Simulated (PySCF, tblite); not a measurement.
Isomers of C6H4ClF2 (doublet state), one GFN2-xTB conformer each. Single-point energies are computed at B3LYP/pcH-1 (PySCF, gas phase, no added dispersion term), electronic only. GFN2-xTB treats the open shell by occupation alone, and not every SCF solution was tested for stability.

Problem. Rank them by B3LYP/pcH-1 energy, lowest first (kcal/mol).
A. `FC1=CC(Cl)=C(F)C[CH]1` [radical]
B. `F[C]1C=CC(F)=C[C@@H]1Cl` [radical]

Solution. B (0.0), A (4.7).

Neighbours under 5.0 kcal/mol apart (F[C]1C=CC(F)=C[C@@H]1Cl and FC1=CC(Cl)=C(F)C[CH]1) can change places with a better method, another conformer or zero-point energy. GFN2-xTB itself gives, in the same order: 0.0, 0.2. Both levels put the same isomer lowest.

Problem. What happens when harmonic zero-point energies from GFN2-xTB frequencies are added?

Solution. 
```
                 SMILES  ZPE (kcal/mol)  electronic (kcal/mol)  with ZPE (kcal/mol)
F[C]1C=CC(F)=C[C@@H]1Cl            50.9                    0.0                  0.0
  FC1=CC(Cl)=C(F)C[CH]1            50.6                    4.7                  4.5
```

The zero-point energies span 0.3 kcal/mol. The order is unchanged.

Problem. As an exercise, what shares would exp(−E/RT) give at 500 K from these electronic energies alone (no entropy, no degeneracies)?

Solution. RT = 0.994 kcal/mol: F[C]1C=CC(F)=C[C@@H]1Cl 99.1 %, FC1=CC(Cl)=C(F)C[CH]1 0.9 %.
